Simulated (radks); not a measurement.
Task: These are the eigenvalues of the occupied orbitals of an atom or ion with whole-number occupations (Ry). All-electron calculation, Dirac Kohn-Sham, PBE, spin-unpolarised, spherical densities, finite nucleus; Fermi nuclear charge, rms radius of each element as measured or else 0.836 A^(1/3) + 0.57 fm. Program: a radial shooting solver on a logarithmic mesh with Libxc functionals.

| orbital | eigenvalue |
|---|---|
| 1s1/2 | -5762.646 |
| 2s1/2 | -1019.608 |
| 2p1/2 | -977.9249 |
| 2p3/2 | -850.8486 |
| 3s1/2 | -246.7930 |
| 3p1/2 | -228.0187 |
| 3p3/2 | -200.0780 |
| 3d3/2 | -168.7204 |
| 3d5/2 | -162.6961 |
| 4s1/2 | -60.49404 |
| 4p1/2 | -52.51315 |
| 4p3/2 | -45.85372 |
| 4d3/2 | -32.75505 |
| 4d5/2 | -31.51453 |
| 5s1/2 | -16.58496 |
| 4f5/2 | -14.75685 |
| 4f7/2 | -14.49932 |
| 5p1/2 | -13.92053 |
| 5p3/2 | -12.66800 |
| 5d3/2 | -8.78129 |

Which element is it, and in what charge state? The configuration may be excited.

Result: Z = 78, platinum, charge +8: Pt8+ in [Kr] 4d10 4f14 5s2 5p(1/2: 1, 3/2: 4) 5d(3/2: 3, 5/2: 0). The list shows which subshells hold electrons but not how many an open one holds; the 1s level, -2881.3 hartree, gives Z - s = 75.9 by -(Z - s)^2/2, which with screening and relativity narrows Z to a few neighbours, and the depths of the outer levels then fix element, charge and occupations together.
